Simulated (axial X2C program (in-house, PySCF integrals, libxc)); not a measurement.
## GeSe⁻: from Re and ωe to a spectrum

A bond curve at the CCSD level, with spin–orbit coupling, was computed with an axial X2C code built on PySCF integrals (basis Se dyall-acv3z [9s10p7d5f1g], Ge dyall-acv3z [10s10p8d5f1g] (cores contracted in-house)) for the state Ω = 1/2 (⟨Sz⟩ = -0.50, ⟨Lz⟩ = 1.00 at HF). Its fit gives Re = 2.2606 Å, ωe = 331.4 cm⁻¹, ωexe = 0.693 cm⁻¹ and αe = 2.731e-04 cm⁻¹; the masses are 79.9165 and 73.9212 u. Two-component means X2C with spin–orbit coupling and atomic mean-field Coulomb and Gaunt terms.

Correlated methods: 11 electrons correlated (number of frozen shells: Se 3 s, 2 p, 1 d; Ge 3 s, 2 p, 1 d), 313 virtual spin orbitals or spinors in MP2, 90 natural virtuals in coupled cluster.

Find the reduced mass, Be and the force constant.

From the CCSD values: μ = 38.4010 u. Be = 16.8576/(μ Re²) = 0.0859 cm⁻¹. k = 5.8918×10⁻⁷ μ ωe² = 2.48 mdyn/Å.

Estimate the centrifugal constant by the Kratzer relation.

D = 4Be³/ωe² = 2.31e-08 cm⁻¹.

A Morse curve ties αe to the other constants (Pekeris). How well does that hold?

αe(Morse) = 6Be²/ωe × (√(ωexe/Be) − 1) = 2.459e-04 cm⁻¹; the CCSD curve gives 2.731e-04 cm⁻¹, a ratio of 0.90.

Where do the fundamental and the first overtone lie?

ν(1←0) = ωe − 2ωexe = 330.0 cm⁻¹; ν(2←0) = 2ωe − 6ωexe = 658.6 cm⁻¹.

Occupations by symmetry block were frozen at the best pattern of an incomplete PBE0 search. CCSD ran in a truncated set of natural virtual spinors with an MP2 remainder; without triples it tends to underbind. With the outer-core shells frozen, correlated bond lengths of heavy atoms tend to come out a few hundredths of an ångström too long.
